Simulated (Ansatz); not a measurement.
Reaction (hydrogen abstraction from the Si–H bond): `O[SiH](Cl)Br` + F• → `O[Si](Cl)Br`• + H–F

Isolated molecules relaxed with PBE0-D4/def2-TZVP in Ansatz; ΔE leaves out vibrations. CCSD(T)/CBS is the MP2 limit (def2-TZVPP, def2-QZVPP) plus CCSD(T) − MP2 in def2-TZVPP, frozen cores. This one scheme is used for every species, atoms too. Functionals use def2-TZVPP. B3LYP here is the variant with VWN-RPA as its local correlation; programs differ in this. Open shells (•) are unrestricted, without spin–orbit coupling. Spin–orbit coupling would lower the free atoms: a little for F. For Br outer-core shells are correlated without core-valence functions, so the limit isn't a true one: a few kJ/mol of doubt a bond, and 10 to 20 or more in all where bonds break to atoms. Scalar relativity is left out up to krypton. One conformer a species, not always the lowest.

`O[SiH](Cl)Br`:

```xyz
6

O    -1.115    0.195   -0.742
Si    0.148    0.207    0.275
Cl    1.906    0.483   -0.726
Br    0.298   -1.701    1.379
H    -1.176   -0.496   -1.405
H    -0.062    1.312    1.218
```

`O[Si](Cl)Br`•:

Z-matrix (Å, degrees):
```
Si
O 1 1.633
Br 1 2.215 2 107.1
Cl 1 2.062 2 109.4 3 -120.3
H 2 0.961 1 117.4 3 152.8
```

H–F:

```xyz
2

F     0.057    0.320   -0.326
H    -0.057   -0.320    0.326
```

(1) Is it downhill or uphill in electronic energy at CCSD(T)/CBS, and by how much? (Estimate.)

(2) What do these levels give: LDA (SPW92), PBE-D4, revPBE-D4, BLYP-D4, r2SCAN0-D4, BHLYP-D4, CAM-B3LYP-D4, B3LYP, RPA@PBE/def2-TZVPP, MP2/def2-TZVPP, CCSD/def2-TZVPP, CCSD/CBS(def2)? (Estimate.)

Largest T1 diagnostic among the species: 0.012.

Answers

(1) Computed: Downhill: ΔE = -180.1 kJ/mol.

(2) Ansatz gave: LDA (SPW92) -255.9, PBE-D4 -211.7, revPBE-D4 -199.5, BLYP-D4 -200.8, r2SCAN0-D4 -167.2, BHLYP-D4 -142.1, CAM-B3LYP-D4 -177.5, B3LYP -182.2, RPA@PBE/def2-TZVPP -138.9, MP2/def2-TZVPP -194.5, CCSD/def2-TZVPP -159.9, CCSD/CBS(def2) -172.0 kJ/mol.

Leaving LDA and LC-ωPBE aside and taking each functional with its dispersion term where it has one, the values spread over 69.6 kJ/mol, from PBE-D4 to BHLYP-D4. LDA lies −43.2 kJ/mol from PBE without D4. From BLYP to BHLYP (50 % exact exchange), in def2-TZVPP and without D4, ΔE moves by +60.1 kJ/mol.
